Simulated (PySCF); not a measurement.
# Correlation energy of N⁺ (nitrogen, charge +1)

[He] 2s2 2p2, high-spin 3P determinant. All numbers are calculated (PySCF 2.14, the non-relativistic Hamiltonian (point nucleus), in cc-pVDZ (3s2p1d, 14 functions)). Frozen: 1s2; 4 electrons correlated.

MP2 pair energies summed by pair of shells (mhartree):

```json
{"pair": "2s-2p", "energy": "-31.54", "share (%)": "58.5"}
{"pair": "2s-2s", "energy": "-17.19", "share (%)": "31.9"}
{"pair": "2p-2p", "energy": "-5.17", "share (%)": "9.6"}
```

Total MP2 correlation energy: -53.90 mhartree.

Same-spin part -8.64 and opposite-spin part -45.27 mhartree; SCS-MP2 scales them by 1/3 and 6/5 to -57.20 mhartree.

```json
{"level": "CCSD", "correlation energy (mhartree)": "-75.76"}
{"level": "(T)", "correlation energy (mhartree)": "-0.75"}
{"level": "CCSD(T)", "correlation energy (mhartree)": "-76.51"}
```

Diagnostics: T1 = 0.0055, D1 = 0.0104, largest double amplitude 0.124.

Cost of the coupled-cluster step: 0.07 s of wall time on 1 thread of Neoverse-V1 (shared host), for 4 correlated electrons.

Iterations:

```
CC2 = 0
CCSD nocc = (np.int64(3), np.int64(1)), nmo = (13, 13)
frozen orbitals [[0], [0]]
max_cycle = 100
direct = 0
conv_tol = 1e-08
conv_tol_normt = 1e-06
diis_space = 8
diis_start_cycle = 0
Init t2, MP2 energy = -0.0539045400004656
Init E_corr(UCCSD) = -0.0539045400020945
cycle = 1  E_corr(UCCSD) = -0.0681599798211589  dE = -0.0142554398  norm(t1,t2) = 0.04139
cycle = 2  E_corr(UCCSD) = -0.0726275618857082  dE = -0.00446758206  norm(t1,t2) = 0.0179559
cycle = 3  E_corr(UCCSD) = -0.0758266827699267  dE = -0.00319912088  norm(t1,t2) = 0.00881611
cycle = 4  E_corr(UCCSD) = -0.0757474838544351  dE = 7.91989155e-05  norm(t1,t2) = 0.00105418
cycle = 5  E_corr(UCCSD) = -0.0757599936777694  dE = -1.25098233e-05  norm(t1,t2) = 0.000145889
cycle = 6  E_corr(UCCSD) = -0.0757551373745596  dE = 4.85630321e-06  norm(t1,t2) = 1.95411e-05
cycle = 7  E_corr(UCCSD) = -0.0757572315027999  dE = -2.09412824e-06  norm(t1,t2) = 4.72281e-06
cycle = 8  E_corr(UCCSD) = -0.0757566089390998  dE = 6.225637e-07  norm(t1,t2) = 1.70694e-06
cycle = 9  E_corr(UCCSD) = -0.0757566015366683  dE = 7.40243146e-09  norm(t1,t2) = 1.24039e-07
UCCSD converged
E(UCCSD) = -53.95622450174176  E_corr = -0.07575660153666833
UCCSD(T) correction = -0.00075380955310657
```
